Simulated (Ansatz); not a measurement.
The cluster KNa4⁺. The state is a singlet with charge 1. Geometry PBE/def2-SVP, basis def2-TZVP, Ansatz.

```xyz
5

Na    3.645   -1.391    1.328
Na   -1.143    2.884   -2.716
Na   -3.639    1.302   -1.402
Na    1.130   -2.813    2.779
K     0.007    0.019    0.012
```

```
run  HOMO (eV)  LUMO (eV)
  A      -6.58      -4.27
  B      -6.14      -4.78
  C      -6.04      -4.51
  D      -6.05      -4.74
```

Another isomer (singlet) lies 0.09 eV lower at PBE0/def2-TZVP; other spin states weren't run for this one.

The runs used BLYP, PBE, PBE0, r2SCAN. Estimate which is which.

A PBE0 (25 % exact exchange); B PBE (0 % exact exchange); C r2SCAN (0 % exact exchange); D BLYP (0 % exact exchange). Exact exchange lowers occupied and raises empty levels; among semilocal functionals meta-GGAs tend to open the gap a little, and such runs are hard to tell apart. The gap grows from 1.31 eV (BLYP) to 2.31 eV (PBE0). The restricted singlet is unstable towards broken spin symmetry in Hartree–Fock (as tested in another run); at PBE0/def2-TZVP, PBE/def2-TZVP, r2SCAN/def2-TZVP, BLYP/def2-TZVP this wasn't settled.
